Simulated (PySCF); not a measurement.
# Spinor energies of Mn⁺ (manganese, charge +1)

Start: [Ar] 3d5 4s1; 3d3/2 filled at m_j = -3/2, -1/2, +1/2, +3/2; 3d5/2 filled at m_j = +5/2; 4s1/2 filled at m_j = +1/2. Calculated with PySCF 2.14 in x2c-TZVPall-2c (6s7p4d1f, 54 functions): generalised Hartree-Fock with the X2C-1e Hamiltonian and a Gaussian nucleus; one run each with spin-orbit coupling (SO) switched off, then screened by Boettger's factors.

| spinor shell | electrons | ε, spin-free (eV) | ε, screened SO (eV) | weight of nominal j (screened SO) | rms radius, screened SO (bohr) |
| --- | --- | --- | --- | --- | --- |
| 1s1/2 | 2 | -6606.5 | -6606.4 | 1.000 | 0.0703 |
| 2s1/2 | 2 | -811.47 | -811.46 | 1.000 | 0.302 |
| 2p1/2 | 2 | -685.07 | -692.53 | 0.978 | 0.271 |
| 2p3/2 | 4 | -685.07 | -681.41 | 0.989 | 0.274 |
| 3s1/2 | 2 | -113.57 | -113.57 | 1.000 | 0.915 |
| 3p1/2 | 2 | -75.757 | -76.220 | 0.664 | 0.984 |
| 3p3/2 | 4 | -75.757 | -75.535 | 0.832 | 0.989 |
| 3d3/2 | 4 | -25.146 | -25.161 | 0.509 | 1.28 |
| 3d5/2 | 1 | -25.146 | -25.086 | 1.000 | 1.28 |
| 4s1/2 | 1 | -14.975 | -14.975 | 1.000 | 3.07 |

| quantity | spin-free | screened SO |
| --- | --- | --- |
| E (hartree) | -1157.14479 | -1157.16013 |
| M_J | 3 | 3 |
| ⟨J²⟩ | 12.000 | 12.000 |
| ⟨L²⟩ | 0.000 | 0.001 |
| ⟨S²⟩ | 12.000 | 11.999 |

Each row is a mean over spinors that exchange with the open shell spreads, by up to 14.092 eV (3p3/2).

Rows whose weight is well below 1 are mixtures of j = l ± 1/2: exchange outweighs spin-orbit coupling there, and the label is only the starting occupation.

Without spin-orbit coupling the j labels of p, d and f shells carry no meaning; the spin-free column gives the mean over the occupied spinors of each nl shell.
